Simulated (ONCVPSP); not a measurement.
# Bi ONCV: all-electron and pseudo phase curves

| Item | Value |
| --- | --- |
| Element | bismuth (Bi) |
| Generator | ONCVPSP 4.0.1 |
| Type | optimised norm-conserving Vanderbilt (ONCV) |
| Functional | PBE |
| Relativity | scalar-relativistic |
| Frozen core | [Kr] 4d10 4f14 |
| Valence charge | 23 |
| Reference configuration | 5s2 5p6 5d10 6s2 6p1 (charge +2) |
| Partial waves | 5s+6s: rc 1.35 bohr, ncon 4, nbas 7, qcut 8.5 1/bohr, 2 projectors; 5p+6p: rc 1.35 bohr, ncon 3, nbas 7, qcut 11.2 1/bohr, 2 projectors; 5d: rc 1.85 bohr, ncon 4, nbas 9, qcut 6.7 1/bohr, 2 projectors, debl 3.9 Ha |
| Local potential | polynomial inside 1.05 bohr (lpopt 5, dvloc0 0 Ha) |
| Core correction | Teter function, fcfact 4.5, rcfact 1.7 |

The phase is arctan(r·R′/R) of the radial function R(r), unwrapped; energies in Ha, scanned from -8 to 5 Ha. A pole is an energy at which the radial function vanishes at the test radius. The pseudo phase is shifted by a multiple of π to meet the all-electron one at the reference energy, and phase errors are pseudo minus all-electron; the curves can meet again beyond the range given. Levels narrower than the energy grid can be missing from the lists of poles.

| channel | radius (bohr) | reference energy (Ha) | poles, all-electron | poles, pseudo | unbroken range about the reference energy with phases within 0.05 rad | phase error 1 Ha above the reference energy (rad) |
| --- | --- | --- | --- | --- | --- | --- |
| s | 1.37 | -1.13 | -5.84 | -5.84 | the whole range | -0.001 |
| p | 1.37 | -0.71 | -3.02 | -3.02 | the whole range | -0.000 |
| d | 1.88 | -1.64 | -1.21 | -1.21 | the whole range | +0.001 |

Phases in the p channel:

```tsv
E (Ha)	all-electron	pseudo
-7.96	1.206	1.206
-7.60	1.174	1.174
-7.24	1.132	1.131
-6.88	1.074	1.073
-6.52	0.989	0.989
-6.16	0.857	0.856
-5.80	0.624	0.624
-5.44	0.192	0.192
-5.08	-0.440	-0.440
-4.72	-0.937	-0.937
-4.36	-1.211	-1.211
-4.00	-1.366	-1.366
-3.64	-1.463	-1.463
-3.28	-1.532	-1.532
-2.92	-1.584	-1.584
-2.56	-1.626	-1.626
-2.20	-1.663	-1.663
-1.84	-1.696	-1.696
-1.48	-1.728	-1.728
-1.12	-1.761	-1.761
-0.76	-1.794	-1.794
-0.40	-1.831	-1.831
-0.04	-1.872	-1.872
0.32	-1.921	-1.921
0.68	-1.980	-1.980
1.04	-2.055	-2.055
1.40	-2.154	-2.155
1.76	-2.290	-2.292
2.12	-2.483	-2.486
2.48	-2.757	-2.763
2.84	-3.109	-3.118
3.20	-3.475	-3.486
3.56	-3.776	-3.788
3.92	-3.993	-4.003
4.28	-4.144	-4.153
4.64	-4.251	-4.259
5.00	-4.330	-4.338
```
